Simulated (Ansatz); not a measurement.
Geometry optimisation, RKS PBE0-D4/def2-SVP in Ansatz.

Input:

```yaml
crystal:
  periodic: [false, false, false]
  atoms:
    - { symbol: Si, position_ang: [-1.227377, 0.863723, 0.033587] }
    - { symbol: C, position_ang: [1.317314, -0.932886, -0.626087] }
    - { symbol: H, position_ang: [-1.52816, -0.550515, -0.195888] }
    - { symbol: H, position_ang: [-2.341839, 1.581871, 0.710712] }
    - { symbol: O, position_ang: [-0.852601, 1.548264, -1.415187] }
    - { symbol: H, position_ang: [0.243328, -0.789768, 2.228086] }
    - { symbol: F, position_ang: [0.032248, 1.053595, 1.095531] }
    - { symbol: H, position_ang: [0.692768, -1.283698, 0.187908] }
    - { symbol: F, position_ang: [-0.275598, -1.5331, 2.132819] }
    - { symbol: H, position_ang: [2.086811, -0.255383, -0.232596] }
    - { symbol: H, position_ang: [1.804725, -1.795838, -1.100236] }
    - { symbol: H, position_ang: [0.734365, -0.39981, -1.387221] }
    - { symbol: H, position_ang: [-0.686084, 2.493546, -1.431428] }
basis:
  gaussian: { orbitals: def2-SVP }
hamiltonian:
  xc: pbe0
  dispersion: d4
relax:
  f_tol: 0.03
  max_steps: 50
output:
  orbitals: {}
```

Command:

```bash
$ ansatz run input.yaml --threads 2 --pin off --max-ram 3072MiB --backend cpu --events-out ev --progress --plain --runs-dir out
```

Problem. Where does it end, and by what steps?

Solution. It converged. The force dipped under the threshold on the way, but the program's further checks kept it going. After 12 steps the energy has fallen by 0.199 eV; H10 moved furthest, 0.64 Å.

| step | energy less start (eV) | largest force component (eV/Å) | accepted |
| --- | --- | --- | --- |
| 0 | 0.0000 | 0.831 | yes |
| 1 | -0.1179 | 1.555 | yes |
| 2 | -0.1392 | 1.362 | yes |
| 3 | -0.1818 | 0.340 | yes |
| 4 | -0.1267 | 1.215 | no |
| 5 | -0.1945 | 0.044 | yes |
| 6 | -0.1944 | 0.173 | no |
| 7 | -0.1957 | 0.039 | yes |
| 8 | -0.1965 | 0.037 | yes |
| 9 | -0.1970 | 0.098 | yes |
| 10 | -0.1977 | 0.057 | yes |
| 11 | -0.1983 | 0.025 | yes |
| 12 | -0.1986 | 0.024 | yes |

```xyz
13
Properties=species:S:1:pos:R:3
Si -1.514 0.950 0.133
C 1.613 -1.046 -0.728
H -1.924 -0.450 -0.083
H -2.577 1.835 0.676
O -0.894 1.516 -1.282
H -0.020 -0.560 2.042
F -0.339 0.960 1.289
H 1.074 -1.296 0.195
F -0.146 -1.466 2.216
H 2.580 -0.590 -0.474
H 1.786 -1.963 -1.307
H 1.025 -0.339 -1.329
H -0.665 2.448 -1.348
```

The run took 27 s on 2 threads of AMD EPYC 9R14 (Zen 4), with other jobs on the host, peak memory 0.29 GiB.
